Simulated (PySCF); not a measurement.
Name the molecule from its bond curve

A diatomic of charge 0 contains Sb. Its triplet curve at PBE0 in a triple-zeta basis (spin-free X2C with a Gaussian nucleus, PySCF), in eV from the separated fragments:

```json
{"R (Å)": "1.478", "E (eV)": "-2.040"}
{"R (Å)": "1.546", "E (eV)": "-2.344"}
{"R (Å)": "1.615", "E (eV)": "-2.517"}
{"R (Å)": "1.667", "E (eV)": "-2.581"}
{"R (Å)": "1.718", "E (eV)": "-2.599"}
{"R (Å)": "1.770", "E (eV)": "-2.581"}
{"R (Å)": "1.838", "E (eV)": "-2.512"}
{"R (Å)": "1.924", "E (eV)": "-2.372"}
{"R (Å)": "2.027", "E (eV)": "-2.154"}
{"R (Å)": "2.165", "E (eV)": "-1.814"}
```

The fit gives ωe = 1939 cm⁻¹ and the rotational constant Bₑ = 5.727 cm⁻¹.

Q: Which atom is the partner?

A: The minimum lies at 1.716 Å, so the reduced mass is 16.8576 u Å² cm⁻¹/(Bₑ·Re²) = 0.9996 u. With Sb at 120.90 u the partner weighs about 1.0 u: H. The molecule is SbH.

Spin–orbit coupling is left out. The state is the lowest determinant that a PBE0 search found; another state may lie lower at other levels.
